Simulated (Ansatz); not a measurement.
Input for Ansatz (a quantum-chemistry and plane-wave program): U-CCSD(T)/cc-pV(T+d)Z on S2 (SMILES S=S), 2S+1 = 3, a spin state set in the input, which need not be the lowest. Files ending in .json are basis or fitting sets from the Basis Set Exchange.

Ansatz 0.2 input:
```yaml
crystal:
  periodic: [false, false, false]
  atoms:
    - {symbol: S, position_ang: [-0.00000000, -0.00000000, -0.95184959]}
    - {symbol: S, position_ang: [0.00000000, 0.00000000, 0.95184959]}
basis:
  gaussian:
    orbitals: cc-pV_T+d_Z.json
magnetization: {spin_polarized: true, initial_magnetization: 2}
correlation: {method: ccsd_t, electrons: outside_noble_gas}
scf: {omitted_lower_state_checks: [cluster_reference]}
```

The log:

```
WARN ansatz: RAYON_NUM_THREADS=2 ignored (pool sized by the plan → 2); use --threads N
Functional definition: HF
these checks for a lower state are left out or cut short: cluster_reference
integrals: 0.08 GiB planned
461 factors; integrals over basis functions are off by at most 1.0e-3 eV
mean field: 0.15 GiB planned
mean field evaluation 1: about -21635.1931 eV, gradient 7.1e0 eV
mean field evaluation 2: about -21635.2102 eV, gradient 7.2e0 eV
mean field evaluation 4: about -21635.7417 eV, gradient 1.5e0 eV
mean field evaluation 8: about -21635.7725 eV, gradient 1.4e-4 eV
mean field evaluation 16: about -21635.7277 eV, gradient 5.5e-1 eV
mean field -21635.77248548 eV, -795.0999735880 hartree, gradient 3.9e-6 eV, S^2 2.055504; 2 other end points of the search recorded, 0 dependent functions left out
10 core orbitals not correlated
reference -21635.77248548 eV, -795.0999735880 hartree; 7, 5 occupied and 61, 63 virtual orbitals, 461 factors
second order -8.52255549 eV of doubles, -0.00000000 eV of singles
coupled cluster: 0.23 GiB planned
cycle   1  -8.93155845 eV  change   -4.1e-1 eV  update   8.0e-2
cycle   2  -9.22835148 eV  change   -3.0e-1 eV  update   2.5e-2
cycle   3  -9.28210952 eV  change   -5.4e-2 eV  update   1.1e-2
cycle   4  -9.27901021 eV  change    3.1e-3 eV  update   2.7e-3
cycle   5  -9.27867931 eV  change    3.3e-4 eV  update   6.2e-4
cycle   6  -9.27856286 eV  change    1.2e-4 eV  update   1.8e-4
cycle   7  -9.27859002 eV  change   -2.7e-5 eV  update   3.9e-5
cycle   8  -9.27860463 eV  change   -1.5e-5 eV  update   1.0e-5
perturbative correction -0.53352635 eV, -0.0196067317 hartree
Total energy: -21645.58461646 eV, -795.4605627506 hartree
Checks for a lower state left out: cluster_reference
```

The calculation finished and met its thresholds.

Cost: around 4 core-seconds (rough).
